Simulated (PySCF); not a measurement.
# Diatomics of Sb with the alkali metals

r²SCAN with double-zeta basis sets in PySCF, for the lowest determinant that a PBE0 search found; no spin–orbit coupling. De refers to high-spin ground-configuration atoms. A positive dipole means M(−)Sb(+).

| M | basis | state (unpaired electrons) | Re (Å) | ωe (cm⁻¹) | De (eV) | μ (D) |
| --- | --- | --- | --- | --- | --- | --- |
| Li | def2-SVP | triplet (π ↑↑) | 2.632 | 390 | 1.57 | -6.71 |
| Na | def2-SVP | triplet (π ↑↑) | 2.948 | 196 | 1.24 | -6.84 |
| K | def2-SVP | triplet (π ↑↑) | 3.368 | 138 | 1.17 | -9.36 |
| Rb | def2-SVP | triplet (π ↑↑) | 3.516 | 106 | 1.12 | -9.65 |
| Cs | def2-SVP | triplet (π ↑↑) | 3.693 | 90.1 | 1.17 | -10.12 |

The shortest bond is that of LiSb (2.632 Å), the longest that of CsSb (3.693 Å).

Down a group the atoms grow and get heavier, so bonds lengthen and wavenumbers fall; this series shows no clear exception.

These are scalar-relativistic numbers at best; spin–orbit coupling would shift them, the dissociation energy most. States were picked by a PBE0 search and need not be the measured ground states.
